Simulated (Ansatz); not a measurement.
Consider the isomerisation: `O=CS[SiH2]O` → `O[Si]1(S)CO1`.

Program: Ansatz. Geometries: PBE0-D4/def2-TZVP. ΔE: electronic, gas phase. CCSD(T)/CBS adds triple-zeta CCSD(T) − MP2 to the extrapolated MP2 energy (def2 sets, frozen cores). DFT in def2-TZVPP. Each species was taken in one conformer, which may not be the lowest.

Q: Is it downhill or uphill in electronic energy at CCSD(T)/CBS, and by how much? (An estimate is asked.)

A: Computed: Downhill: ΔE = -19.3 kJ/mol.

Q: What do these levels give: PBE-D4, PBE0-D4, ωB97X-V, B2PLYP, PBE, r2SCAN, SCS-MP2/def2-TZVPP, CCSD/def2-TZVPP, CCSD(T)/def2-TZVPP, SCS-MP2/def2-QZVPP, HF/CBS(def2), MP2/CBS(def2)? (Best estimate.)

A: Ansatz gave: PBE-D4 -2.7, PBE0-D4 -14.4, ωB97X-V -16.0, B2PLYP -8.0, PBE -3.6, r2SCAN -12.0, SCS-MP2/def2-TZVPP -14.9, CCSD/def2-TZVPP -19.2, CCSD(T)/def2-TZVPP -15.0, SCS-MP2/def2-QZVPP -17.8, HF/CBS(def2) -2.9, MP2/CBS(def2) -24.5 kJ/mol.

Largest T1 diagnostic among the species: 0.016.

From PBE to PBE0 (25 % exact exchange), in def2-TZVPP and without D4, ΔE moves by −11.5 kJ/mol. In def2-TZVPP, CCSD(T) changes the Hartree–Fock value by −13.8 kJ/mol (the triples alone add +4.1 kJ/mol) and MP2 by −19.1 kJ/mol.
